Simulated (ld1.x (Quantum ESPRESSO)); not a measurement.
**caesium (Cs): one change to a TM potential, before and after**

```
Element                 : caesium
Generator               : ld1.x (Quantum ESPRESSO) 7.5
Type                    : norm-conserving Troullier–Martins (Kleinman–Bylander form)
Functional              : LDA (PZ)
Relativity              : fully relativistic
Frozen core             : [Kr] 4d10 5s2
Valence charge          : 7
Reference configuration : 5p6 5d0 6s1 6p0
Partial waves           : 6s (bound): rc 4.20 bohr; 5p (bound): rc 2.35 bohr; 5d (bound, empty): rc 4.20 bohr
Local potential         : all-electron potential smoothed inside 1.95 bohr (lloc = -2)
Core correction         : Bessel-smoothed model core inside 1.25 bohr
```

Open shells are filled in proportion to 2j + 1 (rel_dist='average').

Change: wave 5d (bound): rc 4.20 bohr becomes 5d (bound): rc 4.16 bohr.

Cutoffs: the cutoffs (Ry, on a coarse ladder) from which the occupation-weighted sum of valence levels, in a spherical-Bessel basis at the reference potential, stays within 10 and 1 mRy of its value at 400 Ry; they do not see the model core or the augmentation charge, which bear on the density cutoff. Errors are all-electron minus pseudo energies relative to the spin-unpolarised reference configuration.

Task: How do hardness, ghosts and transferability respond?

Result: The potential gets neither clearly harder nor softer (18 Ry and 35 Ry → 18 Ry and 35 Ry); both files keep a bound ghost (s); the errors of the 5 common tests hardly move; the range in which the d3/2 phases agree widens (upper end 1.1 → 3.7); the range in which the d5/2 phases agree widens (upper end 1.1 → 3.6).

```tsv
quantity	base	changed
cutoff, loose	18 Ry	18 Ry
cutoff, tight	35 Ry	35 Ry
bound ghosts	s	s
tests counted (converged, no solver errors)	5 of 6	5 of 6
error for 5p6 5d0 6s0 6p0, meV [ΔE 4.00 eV]	-1.2	-1.2
error for 5p6 5d0 6s0.5 6p0, meV [ΔE 1.55 eV]	+0.2	+0.2
error for 5p6 5d0 6s0 6p1, meV [ΔE 1.47 eV]	+3.6	+3.6
error for 5p6 5d1 6s0 6p0, meV [ΔE 1.72 eV]	-3.0	-3.1
error for 5p6 5d0.5 6s0.5 6p0, meV [ΔE 0.87 eV]	-0.8	-0.9
s: phases at 4.53 bohr within 0.05 rad from the reference energy up to (Ry; the scan ends near 5)	n/a	n/a
p1/2: phases at 4.53 bohr within 0.05 rad from the reference energy up to (Ry; the scan ends near 5)	2.1	2.1
p3/2: phases at 4.53 bohr within 0.05 rad from the reference energy up to (Ry; the scan ends near 5)	2.2	2.2
d3/2: phases at 4.53 bohr within 0.05 rad from the reference energy up to (Ry; the scan ends near 5)	1.1	3.7
d5/2: phases at 4.53 bohr within 0.05 rad from the reference energy up to (Ry; the scan ends near 5)	1.1	3.6
```

Base: Tests not counted: 5p5 5d0 6s1 6p0 (solver errors, printed error -2.3 eV). Changed file: Tests not counted: 5p5 5d0 6s1 6p0 (solver errors, printed error -606 meV). A true bound ghost makes a file unfit for plane-wave use even where its test errors are small: the radial tests pick states by their node count and pass the ghost by. Where a test does run into it, the solver fails or the error is huge.
